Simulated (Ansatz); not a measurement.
In2H4F2⁺, that is (H2In-mu-F)2 with one electron fewer. Total charge 1; doublet. Geometry B3LYP-D4/def2-SVP, that of the neutral singlet; atoms count from 1.

Cartesian coordinates in Å:
```
In -0.142 1.320 -1.063
H 1.352 2.153 -1.139
H -1.736 1.356 -1.686
F -0.370 0.774 1.012
In 0.141 -1.321 1.063
H -1.361 -2.140 1.126
H 1.731 -1.373 1.697
F 0.385 -0.770 -1.009
```

In the def2 sets In takes a core potential; there is no spin–orbit coupling.

Problem. Estimate the Mulliken populations from the PBE0/def2-TZVP orbitals of Ansatz.

Solution. 
| atom | charge (e) | spin (α − β) |
| --- | --- | --- |
| In1 | 0.80 | 0.03 |
| H2 | 0.09 | 0.21 |
| H3 | 0.09 | 0.21 |
| F4 | -0.49 | 0.05 |
| In5 | 0.80 | 0.03 |
| H6 | 0.09 | 0.21 |
| H7 | 0.09 | 0.21 |
| F8 | -0.49 | 0.05 |
Mulliken values depend strongly on the basis.

Problem. Where does the spin sit?

Solution. Summed by element: In 0.06, H 0.84, F 0.11, of 1 unpaired in all. Largest on single atoms: H3 0.21, H6 0.21, H2 0.21.

Problem. And the Mayer bond orders between heavy atoms (over 0.3)?

Solution. In1–F4 0.40 (2.16 Å); In1–F8 0.40 (2.16 Å); F4–In5 0.40 (2.16 Å); In5–F8 0.40 (2.16 Å).
